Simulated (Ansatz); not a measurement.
`CC(C)S[SiH3]` and `CCSC(C)C` differ in one atom or group.

Ansatz, PBE0-D4/def2-TZVP geometries, multiplicity 1. Each molecule was computed in one conformer, which needn't be the lowest.

```json
{"property": "HOMO energy (PBE/def2-TZVPP) / eV", "`CC(C)S[SiH3]`": "-5.71"}
{"property": "HOMO–LUMO gap (B3LYP/def2-TZVPP) / eV", "`CC(C)S[SiH3]`": "6.67"}
{"property": "LUMO energy (ωB97M-V/def2-TZVPP) / eV", "`CC(C)S[SiH3]`": "1.94"}
{"property": "size of the dipole moment (B3LYP/def2-TZVPP) / D", "`CC(C)S[SiH3]`": "1.60"}
{"property": "HOMO energy (ωB97M-V/def2-TZVPP) / eV", "`CC(C)S[SiH3]`": "-9.10"}
{"property": "HOMO–LUMO gap (ωB97M-V/def2-TZVPP) / eV", "`CC(C)S[SiH3]`": "11.03"}
```

(1) Give the same properties after the change, and the shifts. (Estimate.)

Results:

(1) The calculation gave: 
```json
{"property": "HOMO energy (PBE/def2-TZVPP) / eV", "`CCSC(C)C`": "-4.94", "shift": "0.77"}
{"property": "HOMO–LUMO gap (B3LYP/def2-TZVPP) / eV", "`CCSC(C)C`": "6.52", "shift": "-0.15"}
{"property": "LUMO energy (ωB97M-V/def2-TZVPP) / eV", "`CCSC(C)C`": "2.45", "shift": "0.51"}
{"property": "size of the dipole moment (B3LYP/def2-TZVPP) / D", "`CCSC(C)C`": "1.55", "shift": "-0.05"}
{"property": "HOMO energy (ωB97M-V/def2-TZVPP) / eV", "`CCSC(C)C`": "-8.40", "shift": "0.70"}
{"property": "HOMO–LUMO gap (ωB97M-V/def2-TZVPP) / eV", "`CCSC(C)C`": "10.85", "shift": "-0.18"}
```

With PBE0 the HOMO rises by 0.75 eV and the LUMO rises by 0.66 eV, so the gap narrows by about 0.09 eV. PBE moves the HOMO by 0.77 eV and ωB97M-V by 0.70 eV. Dipoles are sizes alone; their direction can turn.

B3LYP here is the variant with VWN-RPA as its local correlation; programs differ in this.
